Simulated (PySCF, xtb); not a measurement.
In(OH)3 (H3InO3), SMILES [In]([OH])([OH])[OH]. One conformer was computed; it need not be the lowest.

Harmonic wavenumbers (cm⁻¹) from GFN2-xTB (xtb) at its own minimum, in rising order: 100, 114, 119, 123, 242, 295, 405, 452, 476, 671, 749, 779, 3590, 3607, 3652.

Problem. What does B3LYP-D3(BJ)/def2-SVP (PySCF 2.14.0) give at its own minimum? (Estimate from the structure and the level; the computed values follow.)

Solution. 116, 120, 139, 148, 249, 279, 570, 606, 622, 785, 833, 858, 3814, 3820, 3822. Paired by order, the mean absolute difference is 96 cm⁻¹ and the zero-point energies are 22.0 and 24.0 kcal/mol.
